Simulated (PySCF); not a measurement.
A structure optimised at PBE-D3(BJ)/def2-SVP, used in a PySCF frequency run:

```xyz
5

O      1.4361    -0.1673     0.0000
S      0.0127     0.4639     0.0000
F     -0.7352    -0.2735    -1.1828
F     -0.7352    -0.2735     1.1828
H      1.5421    -1.1613     0.0000
```
Charge +1, spin multiplicity 1.

**Question.** Write its SMILES, formula and point group.

**Answer.** [OH+]=S(F)F, F2HOS, Cs

**Question.** What are its rotational constants (standard atomic weights)?

**Answer.** 7.8241, 7.5007, 4.6322 GHz
